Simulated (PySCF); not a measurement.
HInO: fields on a plane

Level of theory: PySCF, PBE0, basis In def2-TZVP with ECP28, O def2-TZVP, H def2-TZVP (scalar-relativistic core potentials, no spin–orbit coupling, density fitting).

The singlet minimum has In–H 1.664 Å, In–O 1.818 Å; H–In–O 180.0°.

The plane holds In1 at (0.00, 0.00), O2 at (1.82, 0.00), H3 at (-1.66, 0.00) Å. Columns run from x = -3.75 to 4.05 Å, rows from y = 2.25 (top) to -1.95 Å, in steps of 0.3 Å. Other isomers or separated fragments may lie lower. Core electrons replaced by a potential are absent, the electrostatic potential uses the reduced nuclear charge, and values within about 0.7 Å of such atoms have no physical meaning.

Task: Give the electron density (e/Å³) (cut at 5 e/Å³). Lower edges of the bins (e/Å³): '0' 0.000, '1' 0.030, '2' 0.076, '3' 0.151, '4' 0.268, '5' 0.455, '6' 0.750, '7' 1.218, '8' 1.960, '9' 3.136; top 5.00.

Result: 
```
000000000000000000000000000
000000000000000000000000000
000000000000111000000000000
000000001112222111111000000
000000112233443333332100000
000001233346886445665310000
000012455569999667997521000
000013576689999868999631000
000013576689999868999631000
000012455569999667997521000
000001233346886445665310000
000000112233443333332100000
000000001112222111111000000
000000000000111000000000000
000000000000000000000000000
```

Task: Give the electrostatic potential (V) (cut at 20 V). Every second row and column.

Result: 
```
 0.4  0.5  0.6  0.8  1.1  1.5  1.5  1.0  0.1 -0.7 -1.1 -1.2 -1.0 -0.9
 0.5  0.5  0.7  1.0  1.7  2.9  3.8  2.7  0.3 -1.5 -2.0 -1.9 -1.5 -1.1
 0.5  0.6  0.9  1.4  2.7  7.5 14.2 10.4  1.9 -1.6 -2.7 -2.7 -2.0 -1.4
 0.5  0.7  1.6  7.5  8.7 20.0 20.0 20.0  9.9 20.0 11.3 -2.5 -2.3 -1.6
 0.5  0.7  2.1 20.0 20.0 20.0 20.0 20.0 15.7 20.0 20.0 -2.1 -2.4 -1.6
 0.5  0.6  1.1  2.7  4.2 13.4 20.0 20.0  4.7  3.5 -0.3 -2.8 -2.2 -1.5
 0.5  0.6  0.7  1.1  2.0  4.5  6.8  5.0  0.7 -1.9 -2.6 -2.3 -1.7 -1.3
 0.4  0.5  0.7  0.9  1.4  2.0  2.3  1.6  0.1 -1.1 -1.5 -1.5 -1.2 -1.0
```
